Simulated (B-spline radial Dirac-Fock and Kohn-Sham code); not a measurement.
# Auger decay of the N1 hole in Cd⁵⁺

System: cadmium as Cd⁵⁺, configuration 1s2 2s2 2p6 3s2 3p6 3d10 4s2 4p6 4d7.

Input of the calculation (task.json; shells as n, l, electrons):

```json
{"items": [{
  "Z": 48,
  "q": 5,
  "cfg": [[1, 0, 2], [2, 0, 2], [2, 1, 6], [3, 0, 2], [3, 1, 6], [3, 2, 10], [4, 0, 2], [4, 1, 6], [4, 2, 7]],
  "A": 114,
  "rrms": 4.6087,
  "do": ["binding", "quiet", "decay"],
  "holes": ["K", "L1", "L2", "L3", "M1", "M2", "M3", "M4", "M5", "N1", "N2", "N3"]
}]}
```

Command: `python xray_run.py task.json out`

Calculated with an atomic code on a B-spline grid, using independent-particle rates on relativistic LDA orbitals of the hole state (multipoles up to L = 3, Coulomb Auger matrix elements, transition energies from Dirac-Fock). Kinetic energies are configuration averages from the vacuum level; the two-hole energies are estimated from single-hole states.

```tsv
transition	kinetic energy (eV)	width (meV)	share (%)
N1-N4N4	2.05	16.0	3.1
N1-N4N5	2.98	380	73.8
N1-N5N5	3.91	119	23.1
```

Coster-Kronig rates are the weakest part of this model and often come out 1.5 to 2.5 times too large. Channels within a few eV of threshold rest on estimated energies and may be closed in reality. The listed channels hold 100 % of the non-radiative rate. Summed by principal shells, of 0.515 eV in all: NNN 100.0 %.
